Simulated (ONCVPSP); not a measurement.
**What one change does to a pseudopotential (Ce, ONCV)**

ONCVPSP 4.0.1 input, shortened (lines: element, Z, core and valence counts, functional; n l f; lmax; l rc ep ncon nbas qcut; lloc lpopt rc5 dvloc0; l nproj debl; icmod fcfact rcfact), LDA (Perdew-Wang 92), scalar-relativistic:

```
  Ce 58.00    8    6  -001012      upf
    1    0    2.00
    2    0    2.00
    2    1    6.00
    3    0    2.00
    3    1    6.00
    3    2   10.00
    4    0    2.00
    4    1    6.00
    4    2   10.00
    4    3    0.50
    5    0    2.00
    5    1    6.00
    5    2    1.50
    6    0    2.00
    3
    0    2.80    0.00    5    8    3.50
    1    2.05    0.00    4    9    5.80
    2    1.40    0.00    3    8   11.00
    3    1.30    0.00    3    7   12.10
    4    4    1.05    6.00
    0    2    1.50
    1    2    1.90
    2    3    3.90
    3    2    1.30
    0    0.00    0.00
```

Change: p: qcut 8.

Cutoffs: the cutoffs (Ha) at which the residual kinetic energy of the hardest occupied pseudo-wave falls to 1 and 0.1 mHa per electron; they do not see the model core or the augmentation charge, which bear on the density cutoff. Errors are all-electron minus pseudo energies relative to the spin-unpolarised reference configuration.

**Question.** What does the change do?

**Answer.** The potential gets neither clearly harder nor softer (63 Ha and 70 Ha → 63 Ha and 70 Ha); the f channel sets the loose cutoff, while the largest relative change is in p, which becomes harder; of the 3 tests that both files solve, the error grows in 0 and shrinks in 1 by more than 15 % and 0.3 meV (median size 53.3 → 46.5 meV); the range in which the p phases agree widens (upper end 2.7 → at the end of the scan); neither file shows a bound ghost.

| quantity | base | changed |
| --- | --- | --- |
| cutoff, loose | 63 Ha | 63 Ha |
| cutoff, tight | 70 Ha | 70 Ha |
| loose cutoff by channel | s 5.4 Ha, p 12 Ha, d 49 Ha, f 63 Ha | s 5.4 Ha, p 17 Ha, d 49 Ha, f 63 Ha |
| bound ghosts | none | none |
| GHOST(+) flags under 300 eV | s at 21.6 eV, p at 163.1 eV | s at 21.6 eV, p at 175.4 eV |
| tests counted as reliable (solved cleanly; for ONCVPSP, near-neutral configurations with less than one 5d electron left out) | 3 of 4 | 3 of 4 |
| error for 4d10 4f1 5s2 5p6 5d1 6s2, meV [ΔE -1.84 eV] | +41 | +33 |
| error for 4d10 4f1 5s2 5p6 5d1 6s1, meV [ΔE 4.43 eV] | +53 | +47 |
| error for 4d10 4f1 5s2 5p6 5d1 6s0, meV [ΔE 15.77 eV] | +73 | +69 |
| s: phases at 2.84 bohr within 0.05 rad from the reference energy up to (Ha; the scan ends near 5) | n/a | n/a |
| p: phases at 2.08 bohr within 0.05 rad from the reference energy up to (Ha; the scan ends near 5) | 2.7 | to the end of the scan |
| d: phases at 1.42 bohr within 0.05 rad from the reference energy up to (Ha; the scan ends near 5) | to the end of the scan | to the end of the scan |
| f: phases at 1.32 bohr within 0.05 rad from the reference energy up to (Ha; the scan ends near 5) | to the end of the scan | to the end of the scan |
